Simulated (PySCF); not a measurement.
# Gas-phase thermal properties of CaOH

Energies from PySCF (xtb for GFN2), thermal terms from the rigid-rotor harmonic-oscillator model, ideal gas at 1 bar. 'Table' is the NASA 1993 thermochemical table (part measured, part estimated). 6-31G* has spherical d functions here. Open shells (unrestricted): CaOH (multiplicity 2). GFN2 has no spin-polarisation term. B3LYP is the form with VWN-RPA correlation. The harmonic model lacks anharmonicity and excited electronic states, which grow with temperature; levels with a mode under 35 cm⁻¹ are left out. The table's entry may be an old estimate for CaOH (not checked at source).

```csv
level,point group,σ,ZPE (kJ/mol),S°298 (J/mol/K),Cp298 (J/mol/K),S°1000 (J/mol/K),H1000 − H298 (kJ/mol)
table,-,-,-,235.5,44.6,296.3,35.9
B3LYP/6-31G*,C∞v,1,31.2,239.2,46.5,300.9,36.3
GFN2-xTB,C∞v,1,28.4,242.1,48.7,305.1,36.9
HF/6-31G*,C∞v,1,34.1,236.7,45.0,297.5,35.8
PBE/def2-SVP,C∞v,1,31.6,236.2,45.2,297.1,35.9
PBE0/def2-TZVP,C∞v,1,32.3,237.0,45.7,298.3,36.0
```
σ: rotational symmetry number. Electronic degeneracy used: 2. Frequencies are unscaled.
